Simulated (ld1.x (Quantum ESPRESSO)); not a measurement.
# An all-electron radial function and its pseudo partner (titanium (Ti))

Columns: radius, all-electron u(r) and pseudo u(r) of the 4s shell (level -6.02 eV) of titanium in the configuration [Ar] 3d2 4s1.75 4p0; BP86, scalar-relativistic, ultrasoft scheme, ld1.x (Quantum ESPRESSO) 7.5.

```
r (bohr)  all-electron   pseudo
   0.165       -0.1338  -0.0594
   0.330       -0.0784  -0.1182
   0.495        0.1336  -0.1757
   0.660        0.2557  -0.2313
   0.825        0.2595  -0.2845
   0.990        0.1828  -0.3346
   1.155        0.0666  -0.3814
   1.320       -0.0604  -0.4243
   1.485       -0.1817  -0.4630
   1.650       -0.2888  -0.4973
   1.815       -0.3789  -0.5270
   1.980       -0.4512  -0.5519
   2.145       -0.5070  -0.5719
   2.310       -0.5480  -0.5870
   2.475       -0.5759  -0.5973
   2.640       -0.5924  -0.6027
   2.805       -0.5994  -0.6034
   2.970       -0.5983  -0.5993
   3.135       -0.5906  -0.5907
   3.300       -0.5776  -0.5776
   3.465       -0.5603  -0.5603
   3.630       -0.5399  -0.5399
   3.795       -0.5171  -0.5171
   3.960       -0.4926  -0.4926
   4.125       -0.4671  -0.4671
   4.290       -0.4411  -0.4411
```

Problem. How many radial nodes do the two functions have?

Solution. The all-electron 4s function has n − l − 1 = 3 (the table is too coarse to show those close to the nucleus); the pseudo-wave has 0, since the states of the same l below it are removed with the core.

Problem. At about which radius was the pseudo-wave matched?

Solution. 3.30 bohr, where the columns begin to agree (steps of 0.17 bohr).

Problem. Is the pseudo-wave norm-conserving?

Solution. No, it belongs to an ultrasoft set: the norm inside the radius is not constrained, and the difference is carried by the augmentation charge.
